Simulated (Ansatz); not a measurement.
Mulliken charges of `C=C1[Se]B1O` from r2SCAN/def2-TZVPP in Ansatz (PBE0-D4/def2-TZVP geometry).

| atom | x (Å) | y (Å) | z (Å) | charge (e) |
| --- | --- | --- | --- | --- |
| C1 | 0.694 | 1.395 | 0.290 | -0.214 |
| C2 | 0.440 | 0.117 | 0.066 | 0.031 |
| Se3 | 1.522 | -1.528 | -0.046 | -0.047 |
| B4 | -0.346 | -1.114 | -0.219 | 0.110 |
| O5 | -1.519 | -1.710 | -0.457 | -0.290 |
| H6 | -0.124 | 2.110 | 0.295 | 0.090 |
| H7 | 1.691 | 1.777 | 0.474 | 0.095 |
| H8 | -2.266 | -1.104 | -0.459 | 0.225 |

Task: By hand: the dipole of these point charges (1 e Å = 4.8032 D).

Result: Σ q r = (-0.164, 0.261, 0.019) e Å, of length 0.309 e Å = 1.48 D.

Task: How does the dipole of the full density compare? (Best estimate.)

Result: The calculation gave: (-0.384, 0.325, 0.001) e Å, 2.42 D; the point charges give 0.61 times that, at 18° from its direction.

Point charges leave out the atoms' own dipoles, such as those of lone pairs, and Mulliken's split depends on the basis, so the two needn't agree.
